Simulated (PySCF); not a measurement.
SMILES [GeH3][Se]I (H3GeISe) (PBE0/def2-SVP optimised geometry):

```
6

Se     1.294     0.512     0.000
I      1.591    -2.007     0.008
Ge    -1.075     0.512     0.000
H     -1.442     2.007     0.000
H     -1.591    -0.188    -1.266
H     -1.590    -0.189     1.266
```

Calculation: PBE0/def2-TZVP, def2 effective core potentials past Kr (PySCF).

Problem. What are the frontier orbital energies and the dipole moment?

Solution. HOMO-2 -8.53 eV, HOMO-1 -7.59 eV, HOMO -6.67 eV, LUMO -2.80 eV, LUMO+1 -0.58 eV; dipole moment 1.49 D.

On the same geometry PBE/def2-TZVP, def2 effective core potentials past Kr (PySCF) gives HOMO-2 -7.28 eV, HOMO-1 -6.49 eV, HOMO -5.56 eV, LUMO -3.60 eV, LUMO+1 -1.43 eV; dipole moment 1.37 D.
